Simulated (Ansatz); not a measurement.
[Cu(PH3)2]+ (CuP₂H₆⁺). The state is a singlet with charge 1. Geometry PBE-D4/def2-SVP; atoms count from 1.

```xyz
9

Cu   -0.0032   -0.0075    0.0056
P     1.7227    0.3027    1.3932
H     1.7518    1.5139    2.1460
H     3.0295    0.3239    0.8219
H     1.9132   -0.6524    2.4353
P    -1.7238   -0.3052   -1.3913
H    -3.0269   -0.4110   -0.8209
H    -1.7093   -1.4681   -2.2171
H    -1.9541    0.7039   -2.3727
```

Question: Estimate the Mulliken populations from the PBE0/def2-TZVP orbitals of Ansatz.

Answer: 
| atom | charge (e) | d electrons |
| --- | --- | --- |
| Cu1 | -0.06 | 9.86 |
| P2 | 0.03 | – |
| H3 | 0.17 | – |
| H4 | 0.17 | – |
| H5 | 0.17 | – |
| P6 | 0.03 | – |
| H7 | 0.17 | – |
| H8 | 0.17 | – |
| H9 | 0.17 | – |
Mulliken values and Mayer orders depend strongly on the basis.

Question: And the Mayer bond orders between bonded heavy atoms (over 0.3)?

Answer: Cu1–P2 0.83 (2.24 Å); Cu1–P6 0.83 (2.24 Å).
